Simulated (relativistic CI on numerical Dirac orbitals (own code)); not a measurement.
Method of calculation: Dirac-Coulomb-Breit CI, KLI orbitals optimised for each configuration, model QED, unscaled Slater integrals (own radial code, finite nucleus).

The strongest absorption lines from the ground level of an ion, among the configurations computed and to levels below about 1960 eV (vacuum wavelength in nm, gf): 0.93632 (0.072), 0.95133 (0.06), 1.3244 (0.19), 1.3805 (0.19), 7.2219 (1), 13.714 (0.25).

Task: Which ion is it?
A. Lu⁴⁴⁺
B. Lu⁴²⁺
C. Au⁵⁰⁺
D. Re⁴⁶⁺

Result: B. Lu⁴²⁺ has 29 electrons and the ground level 3d¹⁰4s ²S1/2; the strongest line goes to 3d¹⁰4p ²P°3/2. The pattern of lines fixes the number of electrons, and along that sequence the line energies rise steadily with the charge (about as its square where n changes within one kind of shell, about linearly where n is kept but much faster in heavy ions where fine structure, which grows about as Z⁴, sets the gap, and irregularly where shells cross), which fixes Z. Configurations outside the model, such as inner-shell arrays, can give stronger lines. At this charge energies of transitions that change n are usually good to better than 1 %, and those within a shell (Δn = 0) to a few per cent.

LS names give the leading component of a level, which can be under half, so a name can repeat, a term be missing and a line seem to break the LS rules.
